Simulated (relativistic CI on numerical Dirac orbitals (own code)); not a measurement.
**Line list: Electric-dipole lines, Mg+**

These numbers are calculated, not measured: Dirac-Coulomb-Breit CI, separate exchange-only KLI orbitals for each configuration, a model potential for QED, valence Slater integrals scaled by 0.85, P86 correlation energy added to each configuration (own radial code, finite nucleus).

Configurations in the expansion (outside the closed core [Ne]): 3s, 3p, 4s, 3d, 4p, 5s, 4d, 4f, 5p, 6s, 5d, 5g, 5f, 6p, 7s, 6d, 7p. Levels of other configurations are missing.

| λ vac (nm) | Lower | Upper | A (s⁻¹) | gf | Branching (%) |
| --- | --- | --- | --- | --- | --- |
| 134.84 | 3p 2P°_1/2 [2] | 6d 2D_3/2 [27] | 6.24e+06 | 6.80e-03 | n/a |
| 135.00 | 3p 2P°_3/2 [3] | 6d 2D_5/2 [26] | 7.34e+06 | 1.20e-02 | n/a |
| 135.12 | 3p 2P°_1/2 [2] | 7s 2S_1/2 [25] | 1.10e+07 | 6.02e-03 | 14.7 |
| 135.27 | 3p 2P°_3/2 [3] | 7s 2S_1/2 [25] | 2.20e+07 | 1.21e-02 | 29.3 |
| 146.20 | 3p 2P°_1/2 [2] | 5d 2D_3/2 [18] | 1.43e+07 | 1.83e-02 | n/a |
| 146.38 | 3p 2P°_3/2 [3] | 5d 2D_3/2 [18] | 2.81e+06 | 3.61e-03 | n/a |
| 146.38 | 3p 2P°_3/2 [3] | 5d 2D_5/2 [17] | 1.68e+07 | 3.24e-02 | n/a |
| 146.75 | 3p 2P°_1/2 [2] | 6s 2S_1/2 [16] | 1.91e+07 | 1.23e-02 | 16.3 |
| 146.93 | 3p 2P°_3/2 [3] | 6s 2S_1/2 [16] | 3.80e+07 | 2.46e-02 | 32.5 |
| 172.77 | 3p 2P°_1/2 [2] | 4d 2D_3/2 [11] | 4.87e+07 | 8.72e-02 | 35.2 |
| 173.02 | 3p 2P°_3/2 [3] | 4d 2D_3/2 [11] | 9.63e+06 | 1.73e-02 | 7.0 |
| 173.03 | 3p 2P°_3/2 [3] | 4d 2D_5/2 [10] | 5.77e+07 | 1.55e-01 | 42.0 |
| 174.07 | 3p 2P°_1/2 [2] | 5s 2S_1/2 [9] | 3.87e+07 | 3.52e-02 | 19.8 |
| 174.32 | 3p 2P°_3/2 [3] | 5s 2S_1/2 [9] | 7.73e+07 | 7.05e-02 | 39.6 |
| 284.69 | 3p 2P°_1/2 [2] | 3d 2D_3/2 [6] | 3.99e+08 | 1.94e+00 | 83.4 |
| 285.36 | 3p 2P°_3/2 [3] | 3d 2D_3/2 [6] | 7.94e+07 | 3.88e-01 | 16.6 |
| 285.38 | 3p 2P°_3/2 [3] | 3d 2D_5/2 [5] | 4.77e+08 | 3.49e+00 | 100.0 |
| 286.73 | 3s 2S_1/2 [1] | 3p 2P°_3/2 [3] | 2.59e+08 | 1.27e+00 | 100.0 |
| 287.42 | 3s 2S_1/2 [1] | 3p 2P°_1/2 [2] | 2.57e+08 | 6.36e-01 | 100.0 |
| 290.94 | 3p 2P°_1/2 [2] | 4s 2S_1/2 [4] | 1.14e+08 | 2.89e-01 | 33.3 |
| 291.65 | 3p 2P°_3/2 [3] | 4s 2S_1/2 [4] | 2.27e+08 | 5.80e-01 | 66.7 |
| 437.07 | 4p 2P°_1/2 [7] | 6s 2S_1/2 [16] | 1.10e+07 | 6.27e-02 | 9.3 |
| 437.59 | 4p 2P°_3/2 [8] | 6s 2S_1/2 [16] | 2.19e+07 | 1.26e-01 | 18.7 |
| 792.79 | 4p 2P°_1/2 [7] | 4d 2D_3/2 [11] | 6.68e+07 | 2.52e+00 | 48.2 |
| 794.50 | 4p 2P°_3/2 [8] | 4d 2D_3/2 [11] | 1.33e+07 | 5.04e-01 | 9.6 |
| 794.57 | 4p 2P°_3/2 [8] | 4d 2D_5/2 [10] | 7.98e+07 | 4.53e+00 | 58.0 |
| 820.84 | 4p 2P°_1/2 [7] | 5s 2S_1/2 [9] | 2.65e+07 | 5.35e-01 | 13.6 |
| 822.68 | 4p 2P°_3/2 [8] | 5s 2S_1/2 [9] | 5.29e+07 | 1.07e+00 | 27.1 |
| 915.66 | 4s 2S_1/2 [4] | 4p 2P°_3/2 [8] | 3.79e+07 | 1.91e+00 | 62.5 |
| 917.95 | 4s 2S_1/2 [4] | 4p 2P°_1/2 [7] | 3.77e+07 | 9.51e-01 | 62.5 |

Terms are leading LS components. Brackets give the number of a level in order of energy, since labels repeat. The list gives strong lines, with weight on those to low levels, without lines whose two gauges differ by over a factor of 2.5, and without lines across small gaps between configurations, and without 53 lines that miss the measured interval by over 3.5 %, start from a term whose rates miss tabulated ones by over 60 %, have gauges far apart or, lacking measured levels, span too small a gap for the errors found; lines with a level outside our table were not tested and can miss by more. Levels whose partners in the same complex of configurations lie outside the list can be far off, and so can their lines. Rates are taken at the computed energies, electric ones in the length gauge.

Correlation outside the listed configurations is missing or only estimated: errors of thousands of cm⁻¹ between configurations and terms are usual at this charge. Rates and lifetimes follow the computed energies and can be off by large factors. The fine structure of a lone outer electron comes out too small, for d and f at times inverted, and misplaced configurations move strength between like terms. 15 of the 15 excited levels that our extract of the measured tables holds in this range could be paired (the sources list more); they are missed by 771 cm⁻¹ on average and 1573 at most, and levels without a partner can miss by more.
